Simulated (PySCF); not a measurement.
C3H7FO2Si.
Numbering: `[F:1][CH2:2][SiH:3]1[O:4][CH2:5][CH2:6][O:7]1` (hydrogens: H8, H9 on C2; H10 on Si3; H11, H12 on C5; H13, H14 on C6)

Structure used (PBE0-D3(BJ)/def2-SVP), in Å, numbered top down from 1:
```
atom  x, y, z in Å
F1     2.837   -1.428   -0.881
C2     2.239   -0.358   -0.247
Si3    0.485   -0.819    0.268
O4    -0.190    0.332    1.283
C5    -1.199    1.042    0.587
C6    -1.710    0.130   -0.537
O7    -0.611   -0.642   -0.985
H8     2.835   -0.082    0.643
H9     2.235    0.515   -0.923
H10    0.485   -2.172    0.883
H11   -0.778    1.975    0.168
H12   -2.005    1.319    1.285
H13   -2.119    0.712   -1.378
H14   -2.511   -0.536   -0.164
```

The closed-shell ground state was solved at several levels (PySCF, density fitting, gas phase, non-relativistic).

| level | basis functions | HOMO (eV) | LUMO (eV) | gap (eV) | dipole (D) |
| --- | --- | --- | --- | --- | --- |
| B97-2/pcSseg-2 | 357 | -7.86 | 0.18 | 8.04 | 2.40 |
| PBE0/pcSseg-1 | 161 | -8.07 | 0.49 | 8.56 | 2.64 |

(1) Estimate the row for CAM-B3LYP/def2-SVPD, a basis of 209 functions; the other rows only guide the guess.

(2) Over all these levels, which gives the widest orbital gap and which the narrowest?

(3) How far do the dipole and the HOMO energy spread over the levels?

Answers

(1) HOMO -9.58 eV, LUMO 1.05 eV, gap 10.63 eV, dipole 2.55 D.

(2) CAM-B3LYP/def2-SVPD (range-separated hybrid) has the widest, 10.63 eV, and B97-2/pcSseg-2 (global hybrid, 21 % exact exchange) the narrowest, 8.04 eV. Functional and basis both differ between the two, so the spread mixes both effects.

(3) The dipole runs from 2.40 to 2.64 D (mean 2.53 D) and the HOMO from -9.58 to -7.86 eV.

One conformer stands for the species.
